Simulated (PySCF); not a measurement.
Telling isomers of C$_{9}$H$_{10}$NP apart by NMR

PySCF 2.14.0 with density-fitted response routines calculation with structure optimised with GFN2-xTB and PBE0/pcSseg-1 with gauge-including orbitals; averaged over atoms made equivalent by symmetry, fast rotation or ring inversion, no relativistic terms, one conformer, isolated molecule.

Chemical shifts δ = σref − σ; TMS for ¹H, ¹³C, all at this level. Splittings of carbon signals by F and P are missing where no couplings were computed. Where no couplings were computed, multiplicities follow the n + 1 count of equivalent neighbours, and m marks all less simple cases (inequivalent or close neighbours, rings, F or P nearby). Shifts are as computed. Against solution values, carbons near 30 ppm lie about +3 ppm off and those near 130 ppm about +5 ppm. Of 1211 compounds with measured shifts, 218 miss one by over three times the rms of a fit or turn the order of signals round; such compounds aren't used in these exercises.

(1) Tabulate the signals of `C#CCn1cpc(C=C)c1C`, `Cc1pc2ccccc2n1C`, `C#Cc1cccpc1N(C)C`, `C#Cc1cpcn1C1CCC1` and their relative energies.

(2) What is the quickest way to tell C#CCn1cpc(C=C)c1C from C#Cc1cpcn1C1CCC1?

(3) What is the quickest way to tell Cc1pc2ccccc2n1C from C#Cc1cccpc1N(C)C?

(4) What is the quickest way to tell C#CCn1cpc(C=C)c1C from Cc1pc2ccccc2n1C?

Answers

(1) 
| SMILES | carbon types | δC | δH | E rel. (kcal/mol) |
| --- | --- | --- | --- | --- |
| C#CCn1cpc(C=C)c1C | 3×C 3×CH 2×CH2 1×CH3 | 159.2, 151.0, 143.6, 138.0, 119.8, 83.7, 82.4, 43.1, 15.1 | 7.85 (m, 1H), 7.33 (m, 1H), 5.55 (m, 1H), 5.20 (m, 1H), 4.77 (d, 2H), 2.78 (s, 3H), 1.92 (t, 1H) | 77.3 |
| Cc1pc2ccccc2n1C | 3×C 4×CH 2×CH3 | 182.0, 149.7, 147.1, 135.0, 128.6, 125.1, 115.0, 32.7, 20.1 | 8.35 (m, 1H), 7.66 (m, 1H), 7.54 (m, 1H), 7.47 (m, 1H), 3.92 (s, 3H), 2.87 (m, 3H) | 0.0 |
| C#Cc1cccpc1N(C)C | 3×C 4×CH 2×CH3 | 194.0, 163.7, 145.8, 129.3, 117.0, 95.3, 90.4, 45.9 | 8.88 (m, 1H), 8.00 (m, 1H), 7.55 (m, 1H), 3.32 (s, 1H), 3.30 (s, 6H) | 72.7 |
| C#Cc1cpcn1C1CCC1 | 2×C 4×CH 3×CH2 | 156.1, 150.6, 126.2, 93.3, 81.4, 54.5, 31.2, 15.4 | 7.97 (m, 1H), 7.87 (m, 1H), 4.83 (m, 1H), 3.14 (s, 1H), 2.85 (m, 2H), 2.51 (m, 2H), 1.96 (m, 1H), 1.92 (m, 1H) | 74.6 |

Energies are electronic energies at PBE0/pcSseg-1 on these geometries, without zero-point or thermal terms, each for the one conformer computed, which needn't be the lowest.

(2) Count the carbon signals: 9 against 8. The first has a terminal =CH2 carbon at 119.8 ppm, the second an sp3 CH bonded to N at 54.5 ppm. Their most deshielded carbons lie at 159.2 and 156.1 ppm.

(3) Count the carbon signals: 9 against 8. The first has a ring-fusion aromatic carbon (C) at 149.7 ppm, the second an alkyne carbon (C) at 90.4 ppm. Their most deshielded carbons lie at 182.0 and 194.0 ppm. In the proton spectra the most deshielded non-exchanging signals are 8.35 (m, 1H) and 8.88 (m, 1H).

(4) Both give the same number of carbon signals, but DEPT or the intensities differ. The first has a terminal =CH2 carbon at 119.8 ppm, the second a substituted aromatic carbon next to a ring nitrogen (C) at 182.0 ppm. Their most deshielded carbons lie at 159.2 and 182.0 ppm. In the proton spectra the most deshielded non-exchanging signals are 7.85 (m, 1H) and 8.35 (m, 1H).
